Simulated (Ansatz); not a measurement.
```yaml
crystal:
  periodic: [false, false, false]
  atoms:
    - {symbol: Se, position_ang: [-1.099997, -0.971629, 1.674140]}
    - {symbol: C, position_ang: [-0.543026, 0.064986, 0.139254]}
    - {symbol: N, position_ang: [0.788615, 0.691526, 0.165210]}
    - {symbol: Si, position_ang: [0.723857, -0.511822, -1.055540]}
    - {symbol: H, position_ang: [-1.354065, 0.179815, 2.556968]}
    - {symbol: H, position_ang: [-1.361159, 0.664844, -0.255880]}
    - {symbol: H, position_ang: [0.836845, 1.695845, 0.090294]}
    - {symbol: H, position_ang: [1.555236, -1.714221, -0.853316]}
    - {symbol: H, position_ang: [0.542094, -0.145542, -2.478232]}
basis:
  gaussian: {orbitals: def2-mTZVP, nuclear_model: gaussian}
hamiltonian: {xc: {name: HF}}
correlation: {method: mp2, frozen_orbitals: {Se: 9}}
scf: {lower_state_search: light}
```

```sh
$ ansatz run in.yaml --threads 4 --pin off --events-out ev --progress --plain --max-ram 10444MiB
```

Problem. How does Ansatz answer? (Estimate.)

Solution. Computed: The program refused the input.
```
Functional definition: HF
Error: "frozen_orbitals" has no count for C
```
